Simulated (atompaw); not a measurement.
As (Z = 33): one change to a PAW (atompaw) potential, before and after

```json
{
 "Element": "As",
 "Generator": "atompaw 4.2.0.5",
 "Type": "PAW",
 "Functional": "PBEsol",
 "Relativity": "scalar-relativistic",
 "Frozen core": "[Ar] 3d10",
 "Valence charge": "5",
 "Reference configuration": "4s2 4p3",
 "Partial waves": "4s (bound): rc 2.00 bohr; 4s channel at 3 Ry: rc 2.00 bohr; 4p (bound): rc 1.55 bohr; 4p channel at 1.1 Ry: rc 2.00 bohr",
 "Local potential": "bessel scheme, radius 1.70 bohr",
 "Core correction": "smooth core density matched at 1.30 bohr",
 "Augmentation charge": "sinc compensation charge, radius 1.55 bohr; PAW radius 2.00 bohr; waves and projectors: custom polynom vanderbiltortho"
}
```

All-electron outer shells of the reference configuration (PBEsol, scalar-relativistic, ld1.x):

| shell | level (eV) | outermost node (bohr) | outermost maximum (bohr) |
| --- | --- | --- | --- |
| 3p | -133.47 | 0.22 | 0.52 |
| 3d | -40.64 | – | 0.47 |
| 4s | -14.50 | 0.73 | 1.61 |
| 4p | -5.20 | 0.78 | 1.97 |

Change: wave 4p (bound): rc 1.55 bohr becomes 4p (bound): rc 1.96 bohr.

Cutoffs: the cutoffs (Ry, on a coarse ladder) from which the occupation-weighted sum of valence levels, in a spherical-Bessel basis at the reference potential, stays within 10 and 1 mRy of its value at 400 Ry; they do not see the model core or the augmentation charge, which bear on the density cutoff.

What does the change do?

The potential gets softer (18 Ry and 30 Ry → 10 Ry and 18 Ry); neither file shows a bound ghost.

| quantity | base | changed |
| --- | --- | --- |
| cutoff, loose | 18 Ry | 10 Ry |
| cutoff, tight | 30 Ry | 18 Ry |
| bound ghosts | none | none |
| s: phases at 2.00 bohr within 0.05 rad from the reference energy up to (Ry; the scan ends near 5) | to the end of the scan | to the end of the scan |
| p: phases at 2.00 bohr within 0.05 rad from the reference energy up to (Ry; the scan ends near 5) | to the end of the scan | to the end of the scan |
| lowest overlap eigenvalue by channel | s 0.17, p 0.06 | s 0.17, p 0.26 |

 The cutoffs see the waves, projectors and local potential, not the compensation charge or the core.
